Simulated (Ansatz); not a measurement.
Question: Name a neutral molecule of C, N, S, W and H with HOMO–LUMO gap (ωB97M-V/def2-TZVPP) between 8.50 and 8.80 eV and size of the dipole moment (ωB97M-V/def2-TZVPP) between 4.50 and 4.80 D (Ansatz, PBE0-D4/def2-TZVP geometry).

Answer: `C[N](C)[W]([CH3])(=[S])=[S]` (8.67 eV, 4.78 D). Other molecules can fit too; these were computed, each in one conformer that needn't be the lowest.
